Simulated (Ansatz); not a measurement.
H3O3Sn, SMILES `[OH][Sn]([OH])[OH]` radical, relaxed with UKS PBE0-D4/def2-TZVP in the Gaussian-basis code of Ansatz from a PBE-D4/def2-SVP geometry. The force threshold is 0.005 eV/Å; the program also tests the step.

The species carries charge 0 and has multiplicity 2. Sn: def2 effective core potential.

Start:

```xyz
7

O    -0.370   -0.260    1.807
Sn    0.216   -0.736   -0.086
O     1.693    0.588   -0.548
O    -1.352   -0.182   -1.260
H     0.413    0.021    2.324
H     1.582    0.866   -1.481
H    -2.183   -0.297   -0.755
```

```json
{"step": "1", "energy (eV)": "-12018.6505", "largest force (eV/Å)": "1.082", "largest move (Å)": "0.000"}
{"step": "2", "energy (eV)": "-12018.7701", "largest force (eV/Å)": "0.412", "largest move (Å)": "0.069"}
{"step": "3", "energy (eV)": "-12018.7792", "largest force (eV/Å)": "0.151", "largest move (Å)": "0.015"}
{"step": "4", "energy (eV)": "-12018.7807", "largest force (eV/Å)": "0.008", "largest move (Å)": "0.014"}
{"step": "5", "energy (eV)": "-12018.7809", "largest force (eV/Å)": "0.008", "largest move (Å)": "0.012"}
{"step": "6", "energy (eV)": "-12018.7810", "largest force (eV/Å)": "0.040", "largest move (Å)": "0.027"}
{"step": "7", "energy (eV)": "-12018.7810", "largest force (eV/Å)": "0.009", "largest move (Å)": "0.003"}
{"step": "8", "energy (eV)": "-12018.7811", "largest force (eV/Å)": "0.001", "largest move (Å)": "0.004"}
```

End:

```xyz
7

O    -0.331   -0.290    1.761
Sn    0.202   -0.712   -0.089
O     1.645    0.555   -0.538
O    -1.331   -0.199   -1.218
H     0.398    0.056    2.286
H     1.588    0.871   -1.445
H    -2.171   -0.280   -0.756
```

It took 20 s on 4 threads of an Intel Xeon Platinum 8488C on a shared host, with 0.47 GiB of host memory at the peak.
